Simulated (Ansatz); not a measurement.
H9NOSi3, SMILES `N[Si](O)([SiH3])[SiH3]` from Hartree–Fock to CCSD(T)

Z-matrix (Å, degrees):
```
Si
O 1 1.663
Si 1 2.350 2 109.9
N 1 1.709 2 110.8 3 -118.2
Si 1 2.350 2 110.0 3 123.6
H 2 0.959 1 117.4 3 -62.0
H 3 1.491 1 110.4 2 46.3
H 3 1.488 1 111.2 2 166.3
H 3 1.491 1 110.8 2 -73.0
H 4 1.007 1 120.9 2 -74.2
H 4 1.007 1 120.9 2 74.1
H 5 1.491 1 110.4 2 -46.1
H 5 1.491 1 110.8 2 73.3
H 5 1.488 1 111.2 2 -166.0
```

Total charge 0; spin multiplicity 1. Geometry: relaxed with PBE0-D4/def2-TZVP. It is one conformer, not always the lowest. Frozen core, restricted reference, the Gaussian-basis code of Ansatz. CBS rows extrapolate triple and quadruple zeta; past MP2 they add the triple-zeta difference.

| basis | HF (Eh) | MP2 corr. |
| --- | --- | --- |
| def2-TZVPP | -1001.51505 | -0.83339 |
| def2-QZVPP | -1001.54885 | -0.89720 |

Task: Estimate the CCSD correlation energy and the (T) correction in each basis where they were run (hartree).

Result: 
```tsv
basis	CCSD corr.	(T)
def2-TZVPP	-0.89895	-0.03287
CBS(def2)	-1.01002	as TZ
```
